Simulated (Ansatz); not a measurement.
```json
{"atom": "C", "x (Å)": "0.0000", "y (Å)": "0.0158", "z (Å)": "-0.6902"}
{"atom": "C", "x (Å)": "0.0000", "y (Å)": "-0.0421", "z (Å)": "0.7904"}
{"atom": "H", "x (Å)": "0.9337", "y (Å)": "0.0148", "z (Å)": "1.3558"}
{"atom": "H", "x (Å)": "-0.9337", "y (Å)": "0.0148", "z (Å)": "1.3558"}
{"atom": "H", "x (Å)": "0.0000", "y (Å)": "1.0601", "z (Å)": "-1.0660"}
{"atom": "H", "x (Å)": "0.8914", "y (Å)": "-0.4658", "z (Å)": "-1.1233"}
{"atom": "H", "x (Å)": "-0.8914", "y (Å)": "-0.4658", "z (Å)": "-1.1233"}
```

Basis set: cc-pVDZ (spherical functions). Left uncorrelated: 2 orbitals. Charge 0, multiplicity 2.

Computed with Ansatz (development build ahead of 0.2.0); each method stands on the lowest determinant of its kind that the runs found.

**Question.** Give the atomization energy at this shape (free ground-state atoms in the same class of orbitals less the molecule, no zero-point energy) of doublet C₂H₅ by UHF-MP2, UHF.

**Answer.**

```tsv
method	atomization energy
UHF-MP2	24.46 eV
UHF	19.98 eV
```
